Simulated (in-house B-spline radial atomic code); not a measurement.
The numbers below are computed, except where a source is named.
**Weak and strong correlation along the adiabatic connection**

Two-electron singlets in several external potentials (atomic units), by full CI in B-splines with partial waves to l = 8 (correlation energies up to 0.6 % small). The repulsion is scaled by λ at fixed density; W(λ) is the mean repulsion less the Hartree energy, W(0) = E_x, and the area under W from 0 to 1 is E_xc.

Relative drop (W(λ) − E_x)/E_x:

```
                             system  λ = 0.12  λ = 0.25  λ = 0.4  λ = 0.6  λ = 0.8   λ = 1
−Z exp(−kr)/r, Z = 1.71, k = 0.0968    0.0136    0.0274   0.0422   0.0602   0.0766  0.0915
                  ω²r²/2, ω = 0.228    0.0337    0.0645   0.0940   0.1257   0.1509  0.1714
                  ω²r²/2, ω = 0.399    0.0251    0.0491   0.0731   0.1004   0.1231  0.1424
     ω²r²/2 − Z/r, ω = 2.3, Z = 0.5    0.0092    0.0186   0.0290   0.0420   0.0541  0.0654
 −Z/r, Z = 0.557, wall at 3.26 bohr    0.0200    0.0396   0.0597   0.0831   0.1033  0.1208
    empty sphere, radius 0.328 bohr    0.0024    0.0050   0.0080   0.0119   0.0157  0.0195
−Z exp(−kr)/r, Z = 3.63, k = 0.0594    0.0055    0.0112   0.0177   0.0259   0.0338  0.0414
```

Q: Order the systems by how far second-order (GL2) theory, half the initial slope (estimated from the first points of each curve), overshoots the correlation energy, least first.
A. ω²r²/2, ω = 0.399
B. −Z exp(−kr)/r, Z = 3.63, k = 0.0594
C. −Z exp(−kr)/r, Z = 1.71, k = 0.0968
D. empty sphere, radius 0.328 bohr
E. ω²r²/2, ω = 0.228
F. −Z/r, Z = 0.557, wall at 3.26 bohr
G. ω²r²/2 − Z/r, ω = 2.3, Z = 0.5

A: D (GL2/E_c = 1.03), B (GL2/E_c = 1.07), G (GL2/E_c = 1.13), C (GL2/E_c = 1.18), F (GL2/E_c = 1.29), A (GL2/E_c = 1.36), E (GL2/E_c = 1.49).

Q: What else changes along this order?

A: The ratio follows the bend of the curve. With it the leading natural occupation goes from 1.999 to 1.902 and −T_c/E_c from 0.97 to 0.67 between the first and the last.
